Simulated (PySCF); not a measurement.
# The third ionisation energy along group 10

All values are computed (PySCF 2.14, energy differences of UHF-based or UKS calculations, no spin-orbit coupling). Values in eV. The last column holds reference values (NIST; (s) semi-empirical, (t) theoretical, else measured). Unmarked ones compare directly (S terms, centres of terms, or small fine structure); those marked * lie between the lowest fine-structure levels and include a spin-orbit shift.

| element | configurations | UHF | LDA | PBE0 | r2SCAN | MP2 (valence) | SCS-MP2 (valence) | reference |
| --- | --- | --- | --- | --- | --- | --- | --- | --- |
| Ni (aug-cc-pVTZ, non-relativistic) | [Ar] 3d8 → [Ar] 3d7 | 32.882 | 36.551 | 35.579 | 35.725 | 35.190 | 35.129 | 35.187 ± 0.019 * |
| Pd (aug-cc-pVTZ-PP with ECP28MDF, ECP) | [Kr] 4d8 → [Kr] 4d7 | 31.053 | 33.331 | 32.864 | 32.858 | 32.707 | 32.729 | 32.93 (s) * |
| Pt (aug-cc-pVTZ-PP with ECP60MDF, ECP) | [Xe] 4f14 5d8 → [Xe] 4f14 5d7 | 29.098 | 31.428 | 30.917 | 30.849 | 30.685 | 30.717 | 29 ± 1.6 (t) * |

"Valence" correlates the outer s and p shells and, in groups 3 to 12 and the f block, the outer d or f shell, open or full, or the next shell where the ion has no valence electron left; the wider scheme adds the next inner shell.
